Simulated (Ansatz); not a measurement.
Reaction (ligand exchange at the Hf–Br bond): `[Cl][Hf]([Cl])([Cl])[Br]` + H₂S → `[SH][Hf]([Cl])([Cl])[Cl]` + HBr

Program: Ansatz. Geometries: PBE0-D4/def2-TZVP. ΔE: electronic, gas phase. CBS: MP2 limit from def2 TZ/QZ plus the TZ coupled-cluster correction, frozen cores. This one scheme is used for every species. DFT in def2-TZVPP. HSE06 is defined as in plane-wave codes. def2 core potentials past Kr. For Br, Hf outer-core shells are correlated without core-valence functions, which leaves a few kJ/mol of doubt a bond. Scalar relativity is left out up to krypton. Each species was taken in one conformer, which may not be the lowest.

```
         level  ΔE (kJ/mol)  difference from CCSD(T)/CBS
     revPBE-D4         60.9                         -8.1
      HSE06-D4         65.0                         -4.0
       ωB97X-V         68.0                         -1.0
      PBE-QIDH         68.7                         -0.3
           PBE         62.2                         -6.8
         HSE06         65.8                         -3.2
         BHLYP         72.5                          3.5
   HF/def2-SVP         75.4                          6.4
MP2/def2-TZVPP         68.7                         -0.3
  HF/CBS(def2)         79.5                         10.5
   CCSD(T)/CBS         69.0                            0
```

Q: What do rigid-rotor, harmonic-oscillator terms from PBE0-D4/def2-TZVP frequencies (298.15 K, 1 bar) make of the CCSD(T)/CBS value? (Estimate.)

A: Computed: ΔZPE = -3.7 kJ/mol, ΔH = +66.2 kJ/mol, ΔS = 11 J/(mol·K), ΔG = +63.0 kJ/mol.

Largest T1 diagnostic among the species: 0.014.

From BLYP to BHLYP (50 % exact exchange), in def2-TZVPP and without D4, ΔE moves by +7.3 kJ/mol. Leaving LDA and LC-ωPBE aside and taking each functional with its dispersion term where it has one, the values, not all of them listed here, spread over 10.9 kJ/mol, from revPBE-D4 to BHLYP-D4. In def2-TZVPP, CCSD(T) changes the Hartree–Fock value by −12.2 kJ/mol (the triples alone add −2.1 kJ/mol) and MP2 by −10.8 kJ/mol.
